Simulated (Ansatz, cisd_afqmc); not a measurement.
System: O, charge -1, doublet.

Total energies in aug-cc-pVQZ, 7 correlated electrons, 1 frozen orbitals. UHF or UKS for unpaired electrons; spin-orbit terms are left out. Cores are frozen in correlated methods. No relativity. AFQMC/CISD: phaseless, guided by CISD from CCSD amplitudes; bars are statistical, one sigma. Outlying blocks are dropped, and bars are widened where a walk drifts. Over all cases where full CI ran beside it in this data, AFQMC minus full CI had a median of +0.1 mEh and passed +0.4 mEh in a tenth of the cases.

```csv
method,program,energy (Eh),minus CCSDT(Q) (mEh)
HF,Ansatz,-74.79659,251.15
MP2,Ansatz,-75.03152,16.22
CCSD,Ansatz,-75.03702,10.71
CCSD(T),Ansatz,-75.04668,1.06
CCSDT(Q),Ansatz,-75.04774,0.00
AFQMC/CISD,cisd_afqmc,-75.0472 ± 0.0003,0.6 ± 0.3
```

Ansatz is a quantum-chemistry and plane-wave program.
